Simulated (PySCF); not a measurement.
Highest occupied level (eV) of eight silicon and germanium compounds: PBE beside ωB97X, computed with PySCF for isolated molecules in the bases named; differences from unrounded values. The eight are the first of their class met in an unordered collection, after screening for sound electronic states; none was chosen by its value. Each molecule has one DFT geometry for both levels.

```csv
molecule,basis,ωB97X,PBE,difference
"1-aminosilyl-2-silylethyne (C2H7NSi2), SMILES C([SiH2]N)#C[SiH3]",def2-TZVP,-10.10,-6.27,3.83
"N,N-disilylmethanamine (CH9NSi2), SMILES CN([SiH3])[SiH3]",def2-TZVP,-9.41,(withheld),(withheld)
"Si(OH)3(PH2) (H₅O₃PSi), SMILES O[Si](O)(P)O",def2-TZVP,-9.92,-6.42,3.51
"C₃H₉FSi₂, SMILES F[C@]1([SiH3])C[C@H]1[SiH3]",def2-TZVP,-10.47,(withheld),(withheld)
"C₃H₁₁NSi₂, SMILES [SiH3]N1[C@H]([SiH3])CC1",def2-TZVP,-8.62,-5.04,3.59
"C₂H₇Cl₂NSi, SMILES N[C@H]([SiH](Cl)Cl)C",def2-TZVP,-9.77,-5.81,3.96
"Si(F)2(OMe)(SH) (CH4F2OSSi), SMILES F[Si](S)(OC)F",def2-TZVP,-10.69,(withheld),(withheld)
"C₂H₉NOSi₂, SMILES CN1C[Si@@H](O)[SiH2]1",def2-TZVP,-8.63,-5.05,3.58
```

Question: What belongs in the gaps? (The exact figures need the calculation; the answer reports its results.)

Answer: 
- C₃H₉FSi₂, SMILES F[C@]1([SiH3])C[C@H]1[SiH3], PBE: -6.78
- C₃H₉FSi₂, SMILES F[C@]1([SiH3])C[C@H]1[SiH3], difference: 3.69
- Si(F)2(OMe)(SH) (CH4F2OSSi), SMILES F[Si](S)(OC)F, PBE: -6.95
- Si(F)2(OMe)(SH) (CH4F2OSSi), SMILES F[Si](S)(OC)F, difference: 3.74
- N,N-disilylmethanamine (CH9NSi2), SMILES CN([SiH3])[SiH3], PBE: -5.76
- N,N-disilylmethanamine (CH9NSi2), SMILES CN([SiH3])[SiH3], difference: 3.65

PBE lies below ωB97X in 0 and above it in 8 of the eight; the mean signed difference is 3.69 and the largest 3.96 eV.
